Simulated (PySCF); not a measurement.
Does the structure fit the spectrum?

A compound C$_{7}$H$_{11}$O$_{2}$P gives the data below (simulated from a calculation) and was assigned the structure `C#CCP1(=O)CCOCC1`.

¹³C{¹H} NMR (computed): δ 109.5 (C), 81.6 (C), 69.7 (CH2, 2C), 38.5 (CH2, 2C), 5.3 (CH3).

¹H NMR (400 MHz, computed): δ 4.33 (m, 2H), 3.55 (m, 2H), 2.17 (s, 3H), 2.04 (m, 2H), 1.77 (m, 2H).

- geometry: GFN2-xTB
- PBE0/pcSseg-1 with gauge-including orbitals
- program: PySCF 2.14.0 with density-fitted response routines
- equivalent nuclei averaged, one conformer, isolated molecule, relativity neglected

Chemical shifts δ = σref − σ; ¹H (31.72 ppm), ¹³C (186.93 ppm) against TMS, all at this level.

Question: Compare with the shifts computed for the proposed structure, pairing carbons in order of shift.

Answer: Numbering as in the mapped SMILES `[CH:1]#[C:2][CH2:3][P:4]1(=[O:5])[CH2:6][CH2:7][O:8][CH2:9][CH2:10]1`; H(Xn) means a hydrogen on atom n.

| atom | computed for proposal | given list | difference |
| --- | --- | --- | --- |
| C2 | 82.4 | 109.5 | -27.1 |
| C1 | 79.2 | 81.6 | -2.4 |
| C7 | 67.4 | 69.7 | -2.3 |
| C9 | 67.4 | 69.7 | -2.3 |
| C6 | 30.7 | 38.5 | -7.8 |
| C10 | 30.7 | 38.5 | -7.8 |
| C3 | 26.0 | 5.3 | +20.7 |

The rms difference is 13.6 ppm and the largest -27.1 ppm at C2 (alkyne carbon). The carbon types in order of shift don't match either: C, CH, CH2, CH2, CH2, CH2, CH2 for the proposal against C, C, CH2, CH2, CH2, CH2, CH3 in the data. The proposal doesn't fit.

Question: Which isomer fits?

Answer: `CC#CP1(=O)CCOCC1`.

δC 109.5, 81.6: alkyne carbon. δC 69.7: sp3 CH2 bonded to O; deshielded by the electronegative neighbour. δC 5.3: propargylic methyl carbon; aliphatic region, no heteroatom directly attached. δH 4.33, 3.55: hydrogen on an sp3 CH2 bonded to O; its carbon carries O, an electronegative neighbour.

Other isomers checked: COC1=C[P@@](C)(=O)C=C1C (rms 47.1 ppm).

This is the structure that produced the data.

Splittings by ³¹P in the carbon and heteronuclear signals aren't shown, as no couplings were computed. Shifts are as computed. Against solution values, carbons near 30 ppm lie about +3 ppm off and those near 130 ppm about +5 ppm. Of 1211 compounds with measured shifts, 218 miss one by over three times the rms of a fit or turn the order of signals round; such compounds aren't used in these exercises. No couplings were computed; multiplicities are counted from neighbouring protons, with m where these are inequivalent, close in shift, in a saturated or five-membered ring or joined by F or P, and br s for small geminal =CH2 splittings.
